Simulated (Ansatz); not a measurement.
System: iodo(trimethoxy)silane, C3H9IO3Si, net charge 0, singlet state. 
Coordinates optimised at B3LYP-D3(BJ)/def2-TZVP (Ansatz, a quantum-chemistry and plane-wave program):
```xyz
17

C      2.7024    -0.7072     0.9720
O      1.5832     0.0463     1.4249
Si     0.0477    -0.1305     0.9494
I     -0.0756     0.2069    -1.5044
O     -0.4735    -1.6209     1.2989
C     -1.7538    -2.1635     0.9956
O     -0.8887     0.9696     1.6760
C     -0.7708     2.3841     1.5715
H      3.5846    -0.3257     1.4832
H      2.5769    -1.7654     1.2093
H      2.8340    -0.5928    -0.1064
H     -1.9288    -2.1603    -0.0827
H     -1.7707    -3.1899     1.3584
H     -2.5421    -1.5928     1.4902
H      0.1984     2.7195     1.9455
H     -0.8879     2.7057     0.5341
H     -1.5620     2.8258     2.1751
```
Charge 0, spin multiplicity 1.

Computed values are from Ansatz. Correlated levels leave the core frozen unless marked. Open shells are spin-unrestricted. Spin-orbit coupling is left out. Frozen are the shells of the preceding noble gas and the d and f shells that filled before the atom's block. Past Kr the def2 sets carry scalar-relativistic core potentials. CBS marks a two-point X^-3 extrapolation of the correlation energy; Hartree-Fock from the larger set. [CCSD(T)-MP2]/basis is that difference in the basis named.

Task: What is the atomisation energy De at RI-MP2/CBS(def2-TZVPPD,def2-QZVPPD)+[CCSD(T)-MP2]/def2-TZVPPD?

Result: 1587.0 kcal/mol.

Task: What is the dipole moment at CCSD(T)/def2-SVPD?

Result: 0.40 D.

Task: What is the T1 diagnostic at CCSD/def2-TZVPPD?

Result: 0.012.

Task: What is the total energy at RI-MP2/CBS(def2-TZVPPD,def2-QZVPPD)+[CCSD(T)-MP2]/def2-TZVPPD?

Result: -931.1887 Eh.
